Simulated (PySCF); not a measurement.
Cl2FH3Si2, SMILES Cl[SiH](Cl)[SiH2]F. Atoms are numbered in the order given.

```xyz
8

Si     1.7714     0.2058    -0.2320
F      2.6241    -0.6288     0.8823
Si    -0.4753     0.3021     0.4192
Cl    -1.4065     1.4169    -1.0717
Cl    -1.2521    -1.6211     0.4591
H      1.8589    -0.4998    -1.5379
H      2.3431     1.5759    -0.3350
H     -0.7675     0.9419     1.7255
```

Geometry: B3LYP-D3(BJ)/def2-SVP. The structure was generated by enumeration, and PubChem lists no compound with its InChIKey, so it may never have been made. Other conformers were not sampled.

Two levels are set side by side: PBE/pcSseg-1 (PySCF) and KT2/pcSseg-1 (PySCF). GIAO shifts against CFCl3 (¹⁹F), HCl (³⁵Cl), TMS (²⁹Si), TMS (¹H) at the same level; non-relativistic, no solvent, atoms listed together averaged. Without spin–orbit terms, shifts of atoms bonded to Cl or Br come out too high at both levels. Differences are taken from unrounded values.

```tsv
quantity	PBE
δ(²⁹Si) of Si1 (ppm)	-1.6
δ(¹⁹F) of F2 (ppm)	-279.1
δ(²⁹Si) of Si3 (ppm)	25.8
δ(¹H) of H6, H7 (ppm)	5.77
δ(¹H) of H8 (ppm)	6.67
```

### Question
These are the PBE values. What does KT2 give? (The exact figures need the calculation; the answer reports its results.)

### Answer

```tsv
quantity	KT2	PBE minus KT2
δ(²⁹Si) of Si1 (ppm)	-0.5	-1.1
δ(¹⁹F) of F2 (ppm)	-287.5	8.4
δ(²⁹Si) of Si3 (ppm)	24.4	1.3
δ(¹H) of H6, H7 (ppm)	5.71	0.06
δ(¹H) of H8 (ppm)	6.63	0.05
```

Rough cost on one machine, each run with all the roots and properties that it gave: KT2 against PBE within a factor of 2.
